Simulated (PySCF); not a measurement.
Simulation results for AlBClHO

Calculation on a computer-drawn molecule: optimised geometry and harmonic frequencies of an isolated molecule of the commonest isotopes, restricted reference for singlets and unrestricted otherwise, frozen core in MP2. Program: PySCF 2.14.0.

AlBClHO

Start structure:
```xyz
5
AlBClHO
O      1.0329    -1.2409     1.3997
Al     0.0116    -0.0483     1.4976
B     -1.3825     1.5794     1.6699
Cl    -2.0127     2.3304     0.2180
H     -1.7638     2.0141     2.7123
```

- charge: 0
- multiplicity: 1
- method: MP2
- basis: cc-pV(D+d)Z
- rotational constants: 28.06, 1.541, 1.46 GHz
- total energy: -802.0238 hartree
- convergence status largest gradient component: 3.216e-05 hartree/bohr

Drawn bonds:
| atom | other atom | order |
| --- | --- | --- |
| 1 | 2 | 2 |
| 2 | 3 | 1 |
| 3 | 4 | 1 |
| 3 | 5 | 1 |

Optimised structure:
```xyz
5
AlBClHO
O      1.0639    -1.2770     1.3918
Al     0.0045    -0.0401     1.5033
B     -1.3907     1.5889     1.6653
Cl    -2.0164     2.3348     0.2202
H     -1.7758     2.0281     2.7169
```

Modes:
| frequency (cm⁻¹) | reduced mass (dalton) |
| --- | --- |
| 90.5 | 15.58 |
| 144.3 | 6.569 |
| 225.1 | 21.02 |
| 504.1 | 5.654 |
| 674.2 | 1.487 |
| 883.3 | 3.891 |
| 1029 | 3.067 |
| 1067 | 2.151 |
| 2688 | 1.093 |
